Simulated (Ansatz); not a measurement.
Harmonic vibrations of CH3F3HfSe (`C[Se][Hf]([F])([F])[F]`) by finite differences.

```yaml
crystal:
  periodic: [false, false, false]
  atoms:
    - {symbol: C, position_ang: [-0.063150, -1.284766, 1.084489]}
    - {symbol: Se, position_ang: [1.500897, -0.615935, 0.077917]}
    - {symbol: Hf, position_ang: [0.147558, 1.227835, -1.064636]}
    - {symbol: F, position_ang: [-1.252318, 0.416678, -2.058304]}
    - {symbol: F, position_ang: [1.310575, 2.236508, -2.169128]}
    - {symbol: F, position_ang: [-0.659862, 2.284977, 0.290717]}
    - {symbol: H, position_ang: [-0.763537, -1.773524, 0.410915]}
    - {symbol: H, position_ang: [0.327440, -2.011900, 1.793339]}
    - {symbol: H, position_ang: [-0.547613, -0.479873, 1.634681]}
basis:
  gaussian: {orbitals: def2-TZVP}
hamiltonian: {xc: pbe0, dispersion: d4}
phonons: {temperatures: {t_min: 298.15, t_max: 900, t_step: 200}}
```

```sh
$ ansatz run in.yaml --threads 4 --pin off --events-out ev --progress --plain --max-ram 11315MiB
```

Output, abridged:

```
Functional definition: PBE0
mean field -75888.27873022 eV, -2788.8428044128 hartree, gradient 6.5e-5 eV, S^2 0.000000; 0 other end points of the search recorded, 0 dependent functions left out
mean field -75888.27859791 eV, -2788.8427995503 hartree, gradient 2.0e-6 eV, S^2 0.000000; 0 other end points of the search recorded, 0 dependent functions left out
mean field -75888.27861347 eV, -2788.8428001222 hartree, gradient 2.0e-6 eV, S^2 0.000000; 0 other end points of the search recorded, 0 dependent functions left out
mean field -75888.27855512 eV, -2788.8427979781 hartree, gradient 2.0e-6 eV, S^2 0.000000; 0 other end points of the search recorded, 0 dependent functions left out
mean field -75888.27859391 eV, -2788.8427994036 hartree, gradient 2.0e-6 eV, S^2 0.000000; 0 other end points of the search recorded, 0 dependent functions left out
mean field -75888.27860368 eV, -2788.8427997625 hartree, gradient 2.0e-6 eV, S^2 0.000000; 0 other end points of the search recorded, 0 dependent functions left out
mean field -75888.27856517 eV, -2788.8427983471 hartree, gradient 2.0e-6 eV, S^2 0.000000; 0 other end points of the search recorded, 0 dependent functions left out
mean field -75888.27871570 eV, -2788.8428038793 hartree, gradient 2.0e-6 eV, S^2 0.000000; 0 other end points of the search recorded, 0 dependent functions left out
mean field -75888.27865483 eV, -2788.8428016422 hartree, gradient 2.0e-6 eV, S^2 0.000000; 0 other end points of the search recorded, 0 dependent functions left out
mean field -75888.27867156 eV, -2788.8428022572 hartree, gradient 2.0e-6 eV, S^2 0.000000; 0 other end points of the search recorded, 0 dependent functions left out
mean field -75888.27872726 eV, -2788.8428043038 hartree, gradient 2.0e-6 eV, S^2 0.000000; 0 other end points of the search recorded, 0 dependent functions left out
mean field -75888.27871879 eV, -2788.8428039925 hartree, gradient 2.0e-6 eV, S^2 0.000000; 0 other end points of the search recorded, 0 dependent functions left out
mean field -75888.27869146 eV, -2788.8428029884 hartree, gradient 2.0e-6 eV, S^2 0.000000; 0 other end points of the search recorded, 0 dependent functions left out
mean field -75888.27862298 eV, -2788.8428004716 hartree, gradient 2.0e-6 eV, S^2 0.000000; 0 other end points of the search recorded, 0 dependent functions left out
mean field -75888.27860408 eV, -2788.8427997772 hartree, gradient 2.0e-6 eV, S^2 0.000000; 0 other end points of the search recorded, 0 dependent functions left out
mean field -75888.27863993 eV, -2788.8428010947 hartree, gradient 2.0e-6 eV, S^2 0.000000; 0 other end points of the search recorded, 0 dependent functions left out
mean field -75888.27862000 eV, -2788.8428003622 hartree, gradient 2.0e-6 eV, S^2 0.000000; 0 other end points of the search recorded, 0 dependent functions left out
mean field -75888.27860847 eV, -2788.8427999384 hartree, gradient 2.0e-6 eV, S^2 0.000000; 0 other end points of the search recorded, 0 dependent functions left out
mean field -75888.27861960 eV, -2788.8428003477 hartree, gradient 2.0e-6 eV, S^2 0.000000; 0 other end points of the search recorded, 0 dependent functions left out
mean field -75888.27865714 eV, -2788.8428017271 hartree, gradient 2.0e-6 eV, S^2 0.000000; 0 other end points of the search recorded, 0 dependent functions left out
mean field -75888.27871038 eV, -2788.8428036838 hartree, gradient 2.0e-6 eV, S^2 0.000000; 0 other end points of the search recorded, 0 dependent functions left out
mean field -75888.27871284 eV, -2788.8428037741 hartree, gradient 2.0e-6 eV, S^2 0.000000; 0 other end points of the search recorded, 0 dependent functions left out
mean field -75888.27871254 eV, -2788.8428037630 hartree, gradient 2.0e-6 eV, S^2 0.000000; 0 other end points of the search recorded, 0 dependent functions left out
mean field -75888.27867830 eV, -2788.8428025047 hartree, gradient 2.0e-6 eV, S^2 0.000000; 0 other end points of the search recorded, 0 dependent functions left out
mean field -75888.27873187 eV, -2788.8428044735 hartree, gradient 2.0e-6 eV, S^2 0.000000; 0 other end points of the search recorded, 0 dependent functions left out
mean field -75888.27870662 eV, -2788.8428035454 hartree, gradient 2.0e-6 eV, S^2 0.000000; 0 other end points of the search recorded, 0 dependent functions left out
mean field -75888.27868700 eV, -2788.8428028244 hartree, gradient 2.0e-6 eV, S^2 0.000000; 0 other end points of the search recorded, 0 dependent functions left out
mean field -75888.27872465 eV, -2788.8428042079 hartree, gradient 2.0e-6 eV, S^2 0.000000; 0 other end points of the search recorded, 0 dependent functions left out
mean field -75888.27868319 eV, -2788.8428026844 hartree, gradient 2.0e-6 eV, S^2 0.000000; 0 other end points of the search recorded, 0 dependent functions left out
mean field -75888.27867938 eV, -2788.8428025445 hartree, gradient 2.0e-6 eV, S^2 0.000000; 0 other end points of the search recorded, 0 dependent functions left out
mean field -75888.27871912 eV, -2788.8428040049 hartree, gradient 2.0e-6 eV, S^2 0.000000; 0 other end points of the search recorded, 0 dependent functions left out
mean field -75888.27869617 eV, -2788.8428031614 hartree, gradient 2.0e-6 eV, S^2 0.000000; 0 other end points of the search recorded, 0 dependent functions left out
mean field -75888.27872890 eV, -2788.8428043644 hartree, gradient 2.0e-6 eV, S^2 0.000000; 0 other end points of the search recorded, 0 dependent functions left out
mean field -75888.27873391 eV, -2788.8428045484 hartree, gradient 2.0e-6 eV, S^2 0.000000; 0 other end points of the search recorded, 0 dependent functions left out
mean field -75888.27867039 eV, -2788.8428022142 hartree, gradient 2.0e-6 eV, S^2 0.000000; 0 other end points of the search recorded, 0 dependent functions left out
mean field -75888.27869565 eV, -2788.8428031425 hartree, gradient 2.0e-6 eV, S^2 0.000000; 0 other end points of the search recorded, 0 dependent functions left out
mean field -75888.27867827 eV, -2788.8428025036 hartree, gradient 2.0e-6 eV, S^2 0.000000; 0 other end points of the search recorded, 0 dependent functions left out
mean field -75888.27868089 eV, -2788.8428026000 hartree, gradient 2.0e-6 eV, S^2 0.000000; 0 other end points of the search recorded, 0 dependent functions left out
mean field -75888.27867827 eV, -2788.8428025037 hartree, gradient 2.0e-6 eV, S^2 0.000000; 0 other end points of the search recorded, 0 dependent functions left out
mean field -75888.27869289 eV, -2788.8428030410 hartree, gradient 2.0e-6 eV, S^2 0.000000; 0 other end points of the search recorded, 0 dependent functions left out
mean field -75888.27870310 eV, -2788.8428034159 hartree, gradient 2.0e-6 eV, S^2 0.000000; 0 other end points of the search recorded, 0 dependent functions left out
mean field -75888.27868580 eV, -2788.8428027802 hartree, gradient 2.0e-6 eV, S^2 0.000000; 0 other end points of the search recorded, 0 dependent functions left out
mean field -75888.27867226 eV, -2788.8428022828 hartree, gradient 2.0e-6 eV, S^2 0.000000; 0 other end points of the search recorded, 0 dependent functions left out
mean field -75888.27870263 eV, -2788.8428033989 hartree, gradient 2.0e-6 eV, S^2 0.000000; 0 other end points of the search recorded, 0 dependent functions left out
mean field -75888.27870454 eV, -2788.8428034689 hartree, gradient 2.0e-6 eV, S^2 0.000000; 0 other end points of the search recorded, 0 dependent functions left out
mean field -75888.27867405 eV, -2788.8428023484 hartree, gradient 2.0e-6 eV, S^2 0.000000; 0 other end points of the search recorded, 0 dependent functions left out
mean field -75888.27867714 eV, -2788.8428024622 hartree, gradient 2.0e-6 eV, S^2 0.000000; 0 other end points of the search recorded, 0 dependent functions left out
mean field -75888.27867754 eV, -2788.8428024768 hartree, gradient 2.0e-6 eV, S^2 0.000000; 0 other end points of the search recorded, 0 dependent functions left out
mean field -75888.27867846 eV, -2788.8428025108 hartree, gradient 2.0e-6 eV, S^2 0.000000; 0 other end points of the search recorded, 0 dependent functions left out
mean field -75888.27870035 eV, -2788.8428033151 hartree, gradient 2.0e-6 eV, S^2 0.000000; 0 other end points of the search recorded, 0 dependent functions left out
mean field -75888.27869889 eV, -2788.8428032614 hartree, gradient 2.0e-6 eV, S^2 0.000000; 0 other end points of the search recorded, 0 dependent functions left out
mean field -75888.27865548 eV, -2788.8428016661 hartree, gradient 2.0e-6 eV, S^2 0.000000; 0 other end points of the search recorded, 0 dependent functions left out
mean field -75888.27867291 eV, -2788.8428023066 hartree, gradient 2.0e-6 eV, S^2 0.000000; 0 other end points of the search recorded, 0 dependent functions left out
mean field -75888.27869782 eV, -2788.8428032220 hartree, gradient 2.0e-6 eV, S^2 0.000000; 0 other end points of the search recorded, 0 dependent functions left out
mean field -75888.27868920 eV, -2788.8428029053 hartree, gradient 2.0e-6 eV, S^2 0.000000; 0 other end points of the search recorded, 0 dependent functions left out
Total energy: -75888.45068288 eV, -2788.8491235565 hartree
Atom 0 at    -0.063150    -1.284766     1.084489 Å, force    -0.001502    -0.000796     0.001453 eV/Å
Atom 1 at     1.500897    -0.615935     0.077917 Å, force     0.001213    -0.000062    -0.000570 eV/Å
Atom 2 at     0.147558     1.227835    -1.064636 Å, force     0.000204     0.001334     0.001060 eV/Å
Atom 3 at    -1.252318     0.416678    -2.058304 Å, force     0.000011    -0.000624     0.000157 eV/Å
Atom 4 at     1.310575     2.236508    -2.169128 Å, force    -0.000566    -0.000436     0.000231 eV/Å
Atom 5 at    -0.659862     2.284977     0.290717 Å, force     0.000265    -0.000000    -0.000910 eV/Å
Atom 6 at    -0.763537    -1.773524     0.410915 Å, force     0.000825     0.000980     0.001225 eV/Å
Atom 7 at     0.327440    -2.011900     1.793339 Å, force    -0.000875     0.001187    -0.001634 eV/Å
Atom 8 at    -0.547613    -0.479873     1.634681 Å, force     0.000426    -0.001581    -0.001011 eV/Å
Dipole moment:    -0.130633    -0.203013     0.209167 e Å
Vibrations: 19.46 37.94 62.79 115.83 119.38 148.21 160.43 168.67 257.29 589.61 643.81 649.73 661.64 912.80 915.86 1306.48 1467.19 1471.08 3077.93 3177.02 3184.47 cm⁻¹, zero-point energy 1.187003 eV
```

Run time 120 s (4 threads of an Intel Xeon 6975P-C on a shared host); peak host memory 0.81 GiB.
